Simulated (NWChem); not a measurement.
System: CH4BFSe; SMILES CB(F)[SeH]

The following NWChem deck was run.

```
start job
memory heap 200 mb stack 900 mb global 1100 mb
geometry units angstroms noautosym
  B     -0.061423     0.930683     0.012867
  F     -1.271244     1.483496    -0.026928
  C      1.213792     1.836181     0.012890
  H      1.494869     2.031076    -1.095387
  H      2.117250     1.339949     0.516333
  H      0.983025     2.841842     0.497319
  Se    -0.060923    -1.020334    -0.002662
  H      1.403181    -1.141265     0.048923
end
basis spherical
  * library def2-svp
end
dft
  xc pbe0
  grid fine
  iterations 150
end
driver
  maxiter 120
  tight
end
task dft optimize
task dft freq
```

Excerpt of the output:

```
             Northwest Computational Chemistry Package (NWChem) 7.3.0
             --------------------------------------------------------

                             Geometry "geometry" -> ""
                             -------------------------

 Output coordinates in angstroms (scale by  1.889725989 to convert to a.u.)

  No.       Tag          Charge          X              Y              Z
 ---- ---------------- ---------- -------------- -------------- --------------
    1 B                    5.0000    -0.05213652     0.94098971     0.01672902
    2 F                    9.0000    -1.26195752     1.49380271    -0.02306598
    3 C                    6.0000     1.22307848     1.84648771     0.01675202
    4 H                    1.0000     1.50415548     2.04138271    -1.09152498
    5 H                    1.0000     2.12653648     1.35025571     0.52019502
    6 H                    1.0000     0.99231148     2.85214871     0.50118102
    7 Se                  34.0000    -0.05163652    -1.01002729     0.00120002
    8 H                    1.0000     1.41246748    -1.13095829     0.05278502

 Effective nuclear repulsion energy (a.u.)     226.8067972944

                                Z-matrix (autoz)
                                --------

 Units are Angstrom for bonds and degrees for angles

[...]

      ----------------------
      Optimization converged
      ----------------------

  Step       Energy      Delta E   Gmax     Grms     Xrms     Xmax
  ---- ---------------- -------- -------- -------- -------- --------
@   21   -2565.97117277 -1.9D-09  0.00001  0.00000  0.00001  0.00003
                                     ok       ok       ok       ok

                                Z-matrix (autoz)
                                --------

 Units are Angstrom for bonds and degrees for angles

[...]

 Rotational Constants
 --------------------
 A=   0.288040 cm-1  (  0.414416 K)
 B=   0.088543 cm-1  (  0.127390 K)
 C=   0.068588 cm-1  (  0.098680 K)

 Temperature                      =   298.15K
 frequency scaling parameter      =   1.0000

 Zero-Point correction to Energy  =   32.557 kcal/mol  (  0.051883 au)
 Thermal correction to Energy     =   36.119 kcal/mol  (  0.057559 au)
 Thermal correction to Enthalpy   =   36.711 kcal/mol  (  0.058502 au)

 Total Entropy                    =   77.355 cal/mol-K
   - Translational                =   40.364 cal/mol-K (mol. weight = 124.9573)
   - Rotational                   =   26.313 cal/mol-K (symmetry #  =        1)
   - Vibrational                  =   10.677 cal/mol-K

 Cv (constant volume heat capacity) =   18.220 cal/mol-K
   - Translational                  =    2.979 cal/mol-K
   - Rotational                     =    2.979 cal/mol-K
   - Vibrational                    =   12.261 cal/mol-K

[normal modes left out]

 ----------------------------------------------------------------------------
 Normal Eigenvalue ||           Projected Infra Red Intensities
  Mode   [cm**-1]  || [atomic units] [(debye/angs)**2] [(KM/mol)] [arbitrary]
 ------ ---------- || -------------- ----------------- ---------- -----------
    1       -0.000 ||    0.001593           0.037         1.553       0.567
    2       -0.000 ||    0.000013           0.000         0.013       0.005
    3        0.000 ||    0.000193           0.004         0.188       0.069
    4        0.000 ||    0.000938           0.022         0.914       0.334
    5        0.000 ||    0.000005           0.000         0.005       0.002
    6        0.000 ||    0.000451           0.010         0.440       0.161
    7       71.360 ||    0.000674           0.016         0.657       0.240
    8      252.542 ||    0.000187           0.004         0.182       0.067
    9      301.640 ||    0.001858           0.043         1.812       0.662
   10      326.133 ||    0.005209           0.120         5.078       1.855
   11      443.810 ||    0.000599           0.014         0.584       0.213
   12      528.800 ||    0.016016           0.370        15.614       5.705
   13      731.840 ||    0.011271           0.260        10.988       4.014
   14      835.997 ||    0.017406           0.402        16.968       6.200
   15      866.654 ||    0.004799           0.111         4.678       1.709
   16     1073.378 ||    0.258645           5.967       252.140      92.122
   17     1279.400 ||    0.145114           3.348       141.465      51.686
   18     1365.807 ||    0.179659           4.145       175.141      63.990
   19     1427.722 ||    0.006362           0.147         6.202       2.266
   20     1428.247 ||    0.005351           0.123         5.217       1.906
   21     2473.438 ||    0.012061           0.278        11.758       4.296
   22     3054.565 ||    0.000174           0.004         0.170       0.062
   23     3136.148 ||    0.001011           0.023         0.986       0.360
   24     3187.475 ||    0.004238           0.098         4.132       1.510
 ----------------------------------------------------------------------------
```

Level: PBE0/def2-SVP. This build's default masses of Se (78.918 u) and Br (79.917 u) are each other's, which moves their modes by up to 0.6 %.
